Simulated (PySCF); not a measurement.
**Ti- (titanium, charge -1) across methods**

[Ar] 3d3 4s2, high-spin 4F determinant. Calculation: PySCF 2.14, in def2-TZVPPD (6s6p4d2f1g, 67 functions); no relativity, point nucleus.

```json
{"method": "PBE", "E (hartree)": "-849.131", "mean ε 4s α (eV)": "0.834", "mean ε 4s β (eV)": "1.429", "mean ε 3d α (eV)": "2.533", "Σ⟨r²⟩ (bohr²)": "73.22", "⟨S²⟩": "3.759"}
{"method": "PBEsol", "E (hartree)": "-848.175", "mean ε 4s α (eV)": "0.796", "mean ε 4s β (eV)": "1.428", "mean ε 3d α (eV)": "2.529", "Σ⟨r²⟩ (bohr²)": "73.27", "⟨S²⟩": "3.763"}
{"method": "LDA", "E (hartree)": "-847.314", "mean ε 4s α (eV)": "0.738", "mean ε 4s β (eV)": "1.376", "mean ε 3d α (eV)": "2.531", "Σ⟨r²⟩ (bohr²)": "72.17", "⟨S²⟩": "3.761"}
{"method": "r2SCAN", "E (hartree)": "-849.328", "mean ε 4s α (eV)": "0.673", "mean ε 4s β (eV)": "1.395", "mean ε 3d α (eV)": "2.236", "Σ⟨r²⟩ (bohr²)": "73.92", "⟨S²⟩": "3.796"}
{"method": "r2SCAN0", "E (hartree)": "-849.311", "mean ε 4s α (eV)": "0.288", "mean ε 4s β (eV)": "0.999", "mean ε 3d α (eV)": "1.138", "Σ⟨r²⟩ (bohr²)": "73.48", "⟨S²⟩": "3.787"}
{"method": "B3LYP", "E (hartree)": "-849.381", "mean ε 4s α (eV)": "0.627", "mean ε 4s β (eV)": "1.086", "mean ε 3d α (eV)": "1.774", "Σ⟨r²⟩ (bohr²)": "72.08", "⟨S²⟩": "3.757"}
{"method": "UHF", "E (hartree)": "-848.35239", "mean ε 4s α (eV)": "-0.344", "mean ε 4s β (eV)": "0.496", "mean ε 3d α (eV)": "-2.085", "Σ⟨r²⟩ (bohr²)": "75.23", "⟨S²⟩": "3.775"}
{"method": "BHandHLYP", "E (hartree)": "-849.337", "mean ε 4s α (eV)": "0.277", "mean ε 4s β (eV)": "0.689", "mean ε 3d α (eV)": "0.450", "Σ⟨r²⟩ (bohr²)": "72.21", "⟨S²⟩": "3.756"}
```

Problem. Estimate the same row for PBE0.

Solution. E (hartree) = -849.158; mean ε 4s α (eV) = 0.397; mean ε 4s β (eV) = 0.988; mean ε 3d α (eV) = 1.400; Σ⟨r²⟩ (bohr²) = 73.22; ⟨S²⟩ = 3.761.

At PBE the highest occupied level has a positive energy, so only the finite basis holds that electron; in a semilocal or global hybrid functional this comes from self-interaction and does not mean that the real anion is unbound.

The highest occupied level is positive at PBE, PBEsol, LDA, r2SCAN, r2SCAN0, PBE0, B3LYP, UHF, BHandHLYP: only the finite basis holds that electron, at UHF too, so the state is unbound at these levels.
